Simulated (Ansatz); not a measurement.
Molecule: Ag2, net charge 0, singlet state. 
Structure (B3LYP-D3(BJ)/def2-TZVP (Ansatz, a first-principles code) minimum search):
SMILES: [Ag][Ag]
```xyz
2

Ag     0.0000     0.0000    -1.2983
Ag     0.0000     0.0000     1.2983
```

Give the harmonic wavenumbers at B3LYP-D3(BJ)/def2-TZVP (Ansatz, finite differences of forces, unscaled).

176 cm⁻¹. Zero-point energy 0.3 kcal/mol.

From these and the geometry, give the ideal-gas thermochemistry at 298.15 K and 1 atm (rigid rotor, harmonic oscillator).

Point group D∞h, rotational symmetry number 2. Rotational constants 1.39, 1.39 GHz. S(trans) 42.01, S(rot) 17.31, S(vib) 2.37, S(elec, spin only) 0.00, S 61.7 cal/(mol K). H(298) - H(0) 2.45 kcal/mol; G - E(el) -15.7 kcal/mol.
